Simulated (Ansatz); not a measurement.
`CC[SiH2]C` + `CB[SiH2]S` → `CB[SiH2]SC` + `C[SiH2]C`  (substitution at a C–C bond)

Isolated molecules relaxed with PBE0-D4/def2-TZVP in Ansatz; ΔE leaves out vibrations. CCSD(T)/CBS is the MP2 limit (def2-TZVPP, def2-QZVPP) plus CCSD(T) − MP2 in def2-TZVPP, frozen cores. Functionals use def2-TZVPP. Each species was taken in one conformer, which may not be the lowest.

| level | ΔE (kJ/mol) |
| --- | --- |
| r2SCANh-D4 | -1.4 |
| revPBE | -4.3 |

(1) What does CCSD(T)/CBS give? (An estimate is asked.)

(2) What do rigid-rotor, harmonic-oscillator terms from PBE0-D4/def2-TZVP frequencies (298.15 K, 1 bar) make of the CCSD(T)/CBS value? (Best estimate.)

Largest T1 diagnostic among the species: 0.011.

Answers

(1) Computed: +0.7 kJ/mol. The listed levels differ from it by -2.1, -5.0 kJ/mol.

(2) Computed: ΔZPE = +2.1 kJ/mol, ΔH = +3.7 kJ/mol, ΔS = 1 J/(mol·K), ΔG = +3.3 kJ/mol. Modes under 50 cm⁻¹ make the entropy rough.

Leaving LDA and LC-ωPBE aside and taking each functional with its dispersion term where it has one, the values, not all of them listed here, spread over 4.3 kJ/mol, from BLYP-D4 to CAM-B3LYP-D4. LDA lies +5.4 kJ/mol from PBE without D4. At CCSD(T), def2-SVP lies +12.2 kJ/mol from the extrapolated value and def2-TZVPP +2.3 kJ/mol. From BLYP to BHLYP (50 % exact exchange), in def2-TZVPP and without D4, ΔE moves by +4.3 kJ/mol.
